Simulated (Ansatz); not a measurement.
Input file for `CC(=O)/C=C(\O)C(C)C`:

```yaml
crystal:
  periodic: [false, false, false]
  atoms:
    - {symbol: C, position_ang: [2.427814, 0.236416, -2.617825]}
    - {symbol: C, position_ang: [1.355171, 0.705197, -1.681059]}
    - {symbol: O, position_ang: [0.961162, 1.884166, -1.763397]}
    - {symbol: C, position_ang: [0.797031, -0.201234, -0.728845]}
    - {symbol: C, position_ang: [-0.196372, 0.229171, 0.112071]}
    - {symbol: O, position_ang: [-0.641735, 1.457756, 0.059424]}
    - {symbol: C, position_ang: [-0.846025, -0.641519, 1.141559]}
    - {symbol: C, position_ang: [-2.338402, -0.781050, 0.851055]}
    - {symbol: C, position_ang: [-0.603438, -0.079065, 2.540075]}
    - {symbol: H, position_ang: [2.816082, -0.745882, -2.350617]}
    - {symbol: H, position_ang: [3.238438, 0.966666, -2.632675]}
    - {symbol: H, position_ang: [2.014540, 0.190832, -3.629069]}
    - {symbol: H, position_ang: [1.150343, -1.220160, -0.666525]}
    - {symbol: H, position_ang: [-0.095248, 1.901057, -0.686059]}
    - {symbol: H, position_ang: [-0.376267, -1.626759, 1.068464]}
    - {symbol: H, position_ang: [-2.803942, -1.435922, 1.590765]}
    - {symbol: H, position_ang: [-2.513927, -1.205629, -0.139672]}
    - {symbol: H, position_ang: [-2.829505, 0.192579, 0.896563]}
    - {symbol: H, position_ang: [-1.058851, -0.730147, 3.289377]}
    - {symbol: H, position_ang: [0.463601, -0.000548, 2.758851]}
    - {symbol: H, position_ang: [-1.044772, 0.914677, 2.634442]}
basis:
  gaussian: {orbitals: def2-TZVPP}
correlation: {method: ccsd_t}
output: {orbitals: {seedname: orbitals}}
```

```sh
$ ansatz run in.yaml --threads 4 --pin off --events-out ev --progress --plain --max-ram 41984MiB --backend cuda --devices 0, --max-vram 37GiB
```

Log, shortened:

```
Functional definition: HF
  name "HF"
  cite "Fock, Z. Phys. 61, 126 (1930) doi:10.1007/BF01340294"
  parent pbe
  exchange = exact_x
  correlation = 0
2678 factors; integrals over basis functions are off by at most 1.1e-3 eV
mean field evaluation 1: about -11474.6709 eV, gradient 5.4e1 eV
mean field evaluation 2: about -11475.1214 eV, gradient 5.4e1 eV
mean field evaluation 4: about -11481.9438 eV, gradient 7.6e0 eV
mean field evaluation 8: about -11482.1024 eV, gradient 5.2e-1 eV
mean field evaluation 16: about -11482.1042 eV, gradient 2.2e-6 eV
mean field -11482.10421647 eV, -421.9595471056 hartree, gradient 2.2e-6 eV, S^2 0.000000; 0 other end points of the search recorded, 0 dependent functions left out
9 core orbitals not correlated: weight in the atoms' cores, before any rotation towards them, 1.000 or more for the frozen orbitals, at most 0.000 for the correlated occupied ones
reference -11482.10421647 eV, -421.9595471056 hartree; 26, 26 occupied and 412, 412 virtual orbitals, 2678 factors
second order -44.79967306 eV of doubles, -0.00000000 eV of singles
cycle   1  -44.88152543 eV  change   -8.2e-2 eV  update   1.6e-1
cycle   2  -45.97820605 eV  change    -1.1e0 eV  update   5.0e-2
cycle   3  -46.26507364 eV  change   -2.9e-1 eV  update   2.9e-2
cycle   4  -46.25288974 eV  change    1.2e-2 eV  update   8.8e-3
cycle   5  -46.24406692 eV  change    8.8e-3 eV  update   4.9e-3
cycle   6  -46.24685754 eV  change   -2.8e-3 eV  update   1.7e-3
cycle   7  -46.24644445 eV  change    4.1e-4 eV  update   7.1e-4
cycle   8  -46.24609774 eV  change    3.5e-4 eV  update   2.3e-4
cycle   9  -46.24625935 eV  change   -1.6e-4 eV  update   1.2e-4
cycle  10  -46.24630559 eV  change   -4.6e-5 eV  update   4.7e-5
perturbative correction -2.06242940 eV, -0.0757928824 hartree
Total energy: -11530.41295146 eV, -423.7348603717 hartree
```

Run time 27 s (4 threads of an AMD EPYC 7R13 on a shared host and a share of an NVIDIA H100 80 GB); peak host memory 0.95 GiB.

The correlation energy is -48.309 eV, 4.3 % of it from (T); the T1 diagnostic reads 0.0150.
